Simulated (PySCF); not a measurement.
# A single-point calculation

LuOF (singlet). PySCF 2.14.0, RKS PBE0, Lu def2-SVP with ECP28, O def2-SVP, F def2-SVP; non-relativistic Hamiltonian with scalar-relativistic core potentials where named; density fitting; no spin-orbit coupling. The geometry is an unrelaxed template.

```python
mol = gto.M(atom='''
Lu     0.00000     0.00000     0.00000
O      1.61090     0.00000     0.72090
F     -1.85650     0.00000     0.83080''',
    basis={'Lu': 'def2-SVP', 'O': 'def2-SVP', 'F': 'def2-SVP'},
    ecp={'Lu': 'def2-SVP'},
    charge=0, spin=0)
mf = dft.RKS(mol, xc='PBE0')
mf.grids.atom_grid = (50, 194)  # f atoms: unpruned, at least (60, 302)
mf = mf.density_fit()  # fitting sets: Lu def2-universal-JKFIT, O def2-universal-JKFIT, F def2-universal-JKFIT
mf.conv_tol = 1e-08; mf.max_cycle = 55
mf.kernel(dm0)  # dm0: free metal ions and neutral atoms
```

Run from Python with OMP_NUM_THREADS=2; the lines above give its settings. Where DIIS fails, smearing, a level shift and second-order steps follow.
It took 5 s on 2 threads of Intel(R) Xeon(R) 6975P-C (Granite Rapids) (shared host), peak memory 0.42 GiB.

Problem. Where do the frontier levels lie, over both spins?

Solution. HOMO -6.42 eV, LUMO -2.75 eV. 

Problem. What are the Mulliken charges and spins?

Solution. 
```json
{"atom": "Lu1", "charge (e)": "1.071", "spin (e)": "0.000"}
{"atom": "O2", "charge (e)": "-0.564", "spin (e)": "0.000"}
{"atom": "F3", "charge (e)": "-0.507", "spin (e)": "0.000"}
```
